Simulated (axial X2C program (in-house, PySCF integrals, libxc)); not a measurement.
# MoAs: bond constants with and without spin–orbit coupling

All values were computed with an in-house relativistic program for diatomic molecules. Spin-free means the one-electron spin-free X2C Hamiltonian; two-component (2c) means X2C with spin–orbit coupling and atomic mean-field two-electron Coulomb and Gaunt terms, so the difference of the two also holds small scalar two-electron terms. Basis: Mo dyall-v3z [11s12p9d3f2g], As dyall-v3z [9s9p6d1f] (cores contracted in-house); Gaussian nuclei, density fitting, unrestricted open shells. Masses: Mo 97.905 u, As 74.922 u.

Input:
```json
{"zs": [42, 33], "q": 0, "bas": ["dyall-v3z", "dyall-v3z"], "levels": ["PBE0", "HF", "TPSS", "PBE"], "cc": false, "r0": 2.59, "npts": 10, "nst": 2, "ntry": 6}
```
```bash
python so2c.py task.json out
```

Keys: zs atomic numbers; q charge; bas basis sets; levels methods; cc coupled cluster on or off; r0 starting distance in Å; npts points on the curve; nst determinants followed; ntry starts of the search. HF also brings MP2.

State, spin-free: M_S = 3/2, Λ = 0 (beyond evenly filled blocks: σα, δ+α, δ-α); electrons by block: σα: 17, σβ: 16, π+α: 8, π+β: 8, π-α: 8, π-β: 8, δ+α: 3, δ+β: 2, δ-α: 3, δ-β: 2. Fragments: Mo + As.

State, 2c: Ω = 3/2 (⟨Sz⟩ = 1.50, ⟨Lz⟩ = 0.00 at PBE0); electrons by block: 1/2: 25, -1/2: 24, 3/2: 10, -3/2: 11, 5/2: 3, -5/2: 2. Fragments: Mo + As.

| Hamiltonian | level | Re (Å) | ωe (cm⁻¹) | ωexe (cm⁻¹) | Be (cm⁻¹) | αe (cm⁻¹) | De (eV) | k (mdyn/Å) | μ (D) |
| --- | --- | --- | --- | --- | --- | --- | --- | --- | --- |
| spin-free | PBE0 | 2.279 | 277.0 | 1.06 | 0.07647 | 0.000404 | 2.41 | 1.92 | -3.40 |
| spin-free | HF | 2.658 | 155.7 | n/a | 0.05623 | n/a | 0.400 | 0.606 | -3.85 |
| spin-free | TPSS | 2.236 | 334.9 | 1.57 | 0.07947 | 0.000375 | 3.07 | 2.81 | -3.14 |
| spin-free | PBE | 2.235 | 340.2 | 1.51 | 0.07954 | 0.000354 | 3.14 | 2.89 | -2.85 |
| 2c | PBE0 | 2.280 | 276.6 | 1.06 | 0.07642 | 0.000404 | 2.40 | 1.91 | -3.39 |
| 2c | HF | 2.659 | 155.1 | n/a | 0.05616 | n/a | 0.397 | 0.602 | -3.84 |
| 2c | TPSS | 2.236 | 334.4 | 1.56 | 0.07942 | 0.000375 | 3.06 | 2.8 | -3.13 |
| 2c | PBE | 2.235 | 339.7 | 1.51 | 0.07949 | 0.000354 | 3.13 | 2.89 | -2.84 |

Dipoles are positive if As is the positive end.

The state is a single determinant with fixed occupations, the lowest that a limited PBE0 search found. Dissociation energies refer to the lowest single-determinant-based atoms at the same level and basis. Density functionals use the spin component along the axis (collinear). With several unpaired electrons one determinant need not be a pure state. This is the top spin component of a Σ state; components of lower Ω are not single determinants and can lie lower. The determinant is spin-polarised beyond a pure state at some levels (its spin-free form has ⟨S²⟩ too high), which makes Re and μ there less reliable.

No reliable constants came from MP2 (2c), MP2 (spin-free): no minimum in range, unconverged points, a curve that is not smooth, a change of character along it, or the two Hamiltonians disagreeing along it.

Rough cost a point (2c) on 1 thread(s) of a shared host, integrals apart: PBE0 2.1 s, HF 2 s, TPSS 2 s, PBE 1 s.
